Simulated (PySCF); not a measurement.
CHBF₂S.
InChI=1S/CHBF2S/c3-2(4)1-5/h1H

Torsions of this conformer, `[F:1][B:2]([F:3])[CH:4]=[S:5]`: F1–B2–C4–S5 7°.

The closed-shell ground state was solved at several levels (PySCF, density fitting, gas phase, non-relativistic). Isolated species at its PBE0-D3(BJ)/def2-SVP geometry, gas phase.

```json
{"level": "PBE0/pcSseg-2", "basis functions": "201", "HOMO (eV)": "-7.04", "LUMO (eV)": "-3.65", "gap (eV)": "3.39", "dipole (D)": "1.17"}
{"level": "PBE0/pcSseg-1", "basis functions": "97", "HOMO (eV)": "-7.04", "LUMO (eV)": "-3.65", "gap (eV)": "3.39", "dipole (D)": "1.17"}
```

Task: What might PBE0/def2-SVPD (121 basis functions) give for the same quantities?

Result: HOMO -7.09 eV, LUMO -3.72 eV, gap 3.37 eV, dipole 1.20 D.

Task: How much does the basis alone move the frontier levels among the 3 PBE0 rows (the withheld one included)?

Result: The HOMO by 0.05 eV and the LUMO by 0.07 eV. By rising basis size (HOMO, LUMO in eV): pcSseg-1 -7.04, -3.65; def2-SVPD -7.09, -3.72; pcSseg-2 -7.04, -3.65.

Task: How far do the dipole and the HOMO energy spread over the levels?

Result: The dipole runs from 1.17 to 1.20 D (mean 1.18 D) and the HOMO from -7.09 to -7.04 eV.
